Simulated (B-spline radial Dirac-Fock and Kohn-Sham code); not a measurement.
## Run log: Cl

ΔSCF core binding energies without Breit or QED terms, calculated with a radial atomic solver. Keys: rel is the Hamiltonian (dirac, or spin-free x2c and nr, where L3 and M5 stand for the whole 2p and 3d shells), method is hf or an exchange,correlation pair (spin-unpolarised, also for the hole states), nuc the nuclear model, radius_factor scales its radius, rmax is the box in bohr, h the logarithmic mesh step, order the B-spline order, points the quadrature points per cell, c_factor scales the speed of light, and damp, ndamp, maxit and tol steer the iteration. The run stops when the commutator error falls below 10·tol·max(1, Z/10), or the numerical noise floor, and the energy has settled to about 1e-8 Ha; the virial ratio is −V/T.

Input (task.json):

```json
{"items": [{"Z": 17, "q": 0, "cfg": [[1, 0, 2], [2, 0, 2], [2, 1, 6], [3, 0, 2], [3, 1, 5]], "A": 35, "rrms": 3.3654, "do": "settings", "holes": ["K", "L3", "M5"],
  "settings": [{"rel": "dirac", "method": "hf", "nuc": "fermi", "radius_factor": 1.0, "rmax": 45.0, "h": 0.3, "order": 8, "points": 10, "c_factor": 1.0, "maxit": 52, "damp": 0.5, "ndamp": 3, "tol": 1e-08, "cfg": "1s2 2s2 2p6 3s2 3p8"}]}]}
```

Command: `python xray2_run.py task.json out`

The program stops without a result: overfilled shell.

Task: One setting is unsound. Which, and why?

Result: cfg describes an anion whose outer electrons are not bound. With the default settings (Dirac Hartree-Fock): The ground state converged in 10 iterations, with total energy -460.93837 Ha, virial ratio 1.99367 and highest orbital energy -13.72 eV. ΔSCF binding energies: K (1s) 2834.0 eV. Holes are computed only in closed shells, and unreliable hole states are left out.
